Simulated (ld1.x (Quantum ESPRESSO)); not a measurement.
**What one change does to a pseudopotential (Ga (Z = 31), TM)**

ld1.x (Quantum ESPRESSO) 7.5 input, shortened:

```
&input
   title='Ga', zed=31., rel=0, dft='PZ', iswitch=3,
   config='[Ar] 3d10 4s2 4p1'
 /
 &inputp
   pseudotype=2, tm=.true., lloc=2,
   nlcc=.false.
 /
3
4S  1  0   2.00   0.00  1.65  1.65  0.0
4P  2  1   1.00   0.00  2.15  2.15  0.0
3D  3  2  10.00   0.00  0.75  0.75  0.0
 &test
   configts(1)='3d10 4s2 4p1'
 /
```

Change: all radii scaled by about 1.27 (s 2.10, p 2.74, d 0.96 bohr).

Cutoffs: the cutoffs (Ry, on a coarse ladder) from which the occupation-weighted sum of valence levels, in a spherical-Bessel basis at the reference potential, stays within 10 and 1 mRy of its value at 400 Ry; they do not see the model core or the augmentation charge, which bear on the density cutoff. Errors are all-electron minus pseudo energies relative to the spin-unpolarised reference configuration.

Q: Predict the effect on cutoff, ghosts and configuration errors.

A: Both files keep a bound ghost (p, s); the number of tests that count goes from 8 to 9; of the 8 tests that both files solve, the error grows in 1 and shrinks in 5 by more than 15 % and 0.3 meV (median size 2.5 → 1.9 meV).

```csv
quantity,base,changed
"cutoff, loose",over 300 Ry,260 Ry
"cutoff, tight",over 300 Ry,over 300 Ry
loose cutoff by channel (10 mRy a level),"s 10 Ry, p 6 Ry, d 300 Ry","s 10 Ry, p 6 Ry, d 230 Ry"
bound ghosts,"s, p","s, p"
"tests counted (converged, no solver errors)",8 of 9,9 of 9
"error for 3d10 4s2 4p0, meV [ΔE 5.92 eV]",+1.4,-0.2
"error for 3d10 4s0 4p0, meV [ΔE 58.12 eV]",+13,-3.1
"error for 3d10 4s2 4p0.5, meV [ΔE 2.14 eV]",+0.2,0.0
"error for 3d10 4s2 4p1.3, meV [ΔE -0.59 eV]",0.0,-0.1
"error for 3d9 4s0 4p0, meV [ΔE 122.77 eV]",+159,+24
"error for 3d10 4s0 4p3, meV [ΔE 12.93 eV]",+3.6,+11
"error for 3d10 4s2 4p1 (spin-polarised), meV [ΔE -0.13 eV]",+1.4,+0.7
"error for 3d10 4s1 4p0 (spin-polarised), meV [ΔE 26.74 eV]",+24,+12
```

Base: Tests not counted: 3d10 4s1 4p0 (solver errors, printed error -4.9 eV). These tests converged, but a pseudo level misses the all-electron one widely, so the file describes the atom poorly there or has found another state: 3d9 4s0 4p0: empty 4s by 13.3 eV. Changed file: These tests converged, but a pseudo level misses the all-electron one widely, so the file describes the atom poorly there or has found another state: 3d9 4s0 4p0: empty 4p by 11.2 eV (a node warning on the way). A true bound ghost makes a file unfit for plane-wave use even where its test errors are small: the radial tests pick states by their node count and pass the ghost by. Where a test does run into it, the solver fails or the error is huge.
